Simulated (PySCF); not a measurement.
ZnH2, SMILES [ZnH2]. Atoms are numbered in the order given.

```xyz
3

Zn     0.0000     0.0000     0.0000
H      0.0000     0.0000    -1.5458
H      0.0000     0.0000     1.5458
```
Charge 0, spin multiplicity 1.

Geometry optimised at PBE-D3(BJ)/def2-TZVPD. The isomer is the one that the SMILES or the coordinates give; other isomers of the formula were not compared.

Level of theory: PySCF with PBE/def2-TZVPD.

The molecule is in vacuum.

```json
{
 "total_energy": "-1780.28927 hartree",
 "point_group": "D∞h",
 "highest_occupied_level": "-6.87 eV",
 "lowest_empty_level": "-1.45 eV",
 "orbital_gap": "5.42 eV",
 "dipole_moment": "0.00 D",
 "quadrupole, principal values (traceless, Buckingham form, about the centre of nuclear charge)": "-5.92, 2.96, 2.96 D·Å",
 "mean_static_polarisability": "30.3 bohr³ (4.49 Å³)",
 "polarisability_principal_values": "26.5, 26.5, 37.9 bohr³"
}
```
